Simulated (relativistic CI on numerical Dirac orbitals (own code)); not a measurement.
# Hg3+: L2,3 absorption edge

Computed with this model: Dirac-Coulomb-Breit CI, KLI orbitals optimised for each configuration, a model potential for QED, valence Slater integrals scaled by 0.8, multiplet model of core-to-valence dipole absorption; configurations [Xe] 4f14 5d9 → [He] 2s2 2p5 3s2 3p6 3d10 4s2 4p6 4d10 4f14 5s2 5p6 5d10; 300 K; Lorentzian 3 eV and Gaussian 1 eV FWHM. Energies are those of the free ion, without screening or charge transfer. The branching ratio is the share of the lower-energy edge in the whole absorption, uncertain by about 0.02 where the edges overlap. S is read from ⟨S²⟩ = S(S + 1).

Field parameters in Wybourne normalisation: D3d B²₀ = −7Dσ, B⁴₀ = −14Dq − 21Dτ, B⁴₃ = −14√(10/7) Dq. The field is a parameter set, without covalency.

free ion: ground-state S = 0.50, centroid 12274.06 eV. Peaks (eV, height): 12274.0 (100).

D3d, 10Dq = 34850, Dσ = -1200, Dτ = -360 cm⁻¹: ground-state S = 0.50, centroid 12575.97 eV, branching ratio 0.844. Peaks (eV, height): 12276.0 (100), 14203.0 (18).

The statistical ratio of this edge is 2/3 = 0.667. Values above it arise where the holes sit mainly in the j = l + 1/2 valence subshell or the ground state has high spin; values below it where core-valence Coulomb terms move weight to the upper edge, as in nearly empty shells. At deep edges of heavy elements the radial integrals of the two core levels differ, which raises the baseline.

Strongest unbroadened transitions for D3d, 10Dq = 34850, Dσ = -1200, Dτ = -360 cm⁻¹:

| Energy (eV) | Relative strength |
| --- | --- |
| 12275.98 | 41.9 |
| 12276.00 | 100.0 |
| 14203.12 | 7.7 |
| 14203.15 | 18.4 |
